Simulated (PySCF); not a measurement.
**Dipole moment and polarisability across levels of theory**

Species: C3BCl2F3.
Structure used (PBE0-D3(BJ)/def2-SVP), in Å, numbered top down from 1:
```xyz
9
C3BCl2F3 angstrom
F     -2.182   -1.415    0.668
C     -1.871   -0.286    0.037
F     -2.360   -0.357   -1.198
F     -2.472    0.719    0.666
C     -0.414   -0.075    0.010
C      0.786    0.110   -0.019
B      2.289    0.341   -0.052
Cl     2.969    1.410   -1.247
Cl     3.314   -0.463    1.103
```

PySCF, dipoles from the SCF density, polarisabilities from static response with core orbitals frozen. Isolated species at its PBE0-D3(BJ)/def2-SVP geometry, gas phase.

How do dipole and polarisability depend on functional and basis here?

```json
{"level": "LDA/def2-SVPD", "μ (D)": "0.960", "α (au)": "86.46", "anisotropy (au)": "54.33"}
{"level": "CAM-B3LYP/def2-SVPD", "μ (D)": "1.006", "α (au)": "80.02", "anisotropy (au)": "45.57"}
{"level": "HF/def2-SVPD", "μ (D)": "0.977", "α (au)": "73.13", "anisotropy (au)": "38.65"}
{"level": "PBE0/6-31+G*", "μ (D)": "0.809", "α (au)": "73.33", "anisotropy (au)": "49.42"}
{"level": "PBE0/aug-cc-pVDZ", "μ (D)": "0.851", "α (au)": "81.02", "anisotropy (au)": "48.41"}
```

The anisotropy is √(½[(α1 − α2)² + (α2 − α3)² + (α3 − α1)²]). The dipole runs from 0.81 D (PBE0/6-31+G*) to 1.01 D (CAM-B3LYP/def2-SVPD).
